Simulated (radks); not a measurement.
All-electron atom: Kr in [Kr]. Method: non-relativistic Kohn-Sham, SCAN, spin-polarised, spherical densities, point nucleus; meta-GGA in the generalised Kohn-Sham scheme; computed with a radial shooting solver on a logarithmic mesh with Libxc functionals.

Local quantities along the radius. ELF = 1/(1 + alpha^2) is the electron localisation function; alpha = (tau - tau_W)/tau_unif compares the Pauli kinetic energy density with that of the uniform gas (summed over spins); s = |grad rho|/(2 (3 pi^2)^(1/3) rho^(4/3)) is the reduced gradient; 4 pi r^2 rho is in e/bohr.

r (bohr),ELF,alpha,s,4 pi r^2 rho
0.00139,1.000,0.01688,0.3779,0.7080
0.001824,1.000,0.01760,0.3818,1.182
0.002375,1.000,0.01856,0.3869,1.927
0.003118,1.000,0.01995,0.3937,3.147
0.00406,1.000,0.02185,0.4025,4.986
0.005329,0.999,0.02472,0.4147,7.841
0.006994,0.999,0.02909,0.4310,11.99
0.009107,0.999,0.03577,0.4525,17.46
0.01195,0.998,0.04728,0.4824,24.55
0.01557,0.995,0.06735,0.5220,32.19
0.02043,0.988,0.1081,0.5768,39.37
0.0266,0.964,0.1938,0.6452,43.62
0.03492,0.861,0.4023,0.7203,43.52
0.04584,0.565,0.8769,0.7433,39.68
0.05968,0.317,1.467,0.6018,36.65
0.07834,0.359,1.337,0.3552,39.59
0.102,0.620,0.7828,0.2904,48.00
0.1339,0.779,0.5331,0.3981,53.12
0.1758,0.694,0.6640,0.5643,45.92
0.2289,0.344,1.380,0.5883,33.50
0.3004,0.310,1.493,0.2783,30.46
0.3911,0.648,0.7378,0.2357,36.19
0.5134,0.781,0.5300,0.4276,34.38
0.6739,0.656,0.7243,0.7079,21.14
0.8775,0.265,1.663,0.8892,9.796
1.152,0.262,1.680,0.5088,6.060
1.5,0.742,0.5896,0.4664,5.570
1.969,0.845,0.4289,0.7508,4.005
2.563,0.741,0.5908,1.226,1.931
3.365,0.415,1.186,2.198,0.5796
4.416,0.086,3.252,4.579,0.1037
5.751,0.007,12.34,11.20,0.01082

On this mesh the ELF has minima near r = 0.068, 0.26, 1.0 bohr, which separate the shells, and maxima near 0.13 (0.78), 0.51 (0.78), 2.0 (0.84).
